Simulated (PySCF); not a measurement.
BBr at RHF-CCSD(T)

Computed with RHF-CCSD(T); B cc-pVDZ, Br cc-pVDZ-PP with ECP10; scalar-relativistic core potentials (PySCF 2.14).

For BBr, the state is ¹Σ⁺ (singlet), closed shell, the bond length is 1.913 Å and the harmonic wavenumber is 694 cm⁻¹. The force constant is 2.74 mdyn/Å, the rotational constant Be is 0.4767 cm⁻¹ and the anharmonicity ωexe is 3.80 cm⁻¹. The vibration–rotation constant αe is 0.00399 cm⁻¹ and the well depth De to B + Br is 4.24 eV. The dissociation energy D0 is 4.19 eV.

Correlated steps freeze 5 core orbitals. Correlated levels converge slowly with the basis: in double zeta they bind strong bonds too weakly, by up to about 1 eV, and carry superposition errors of some tenths. Where the molecule has an RHF reference, its open-shell atoms are computed with UHF.
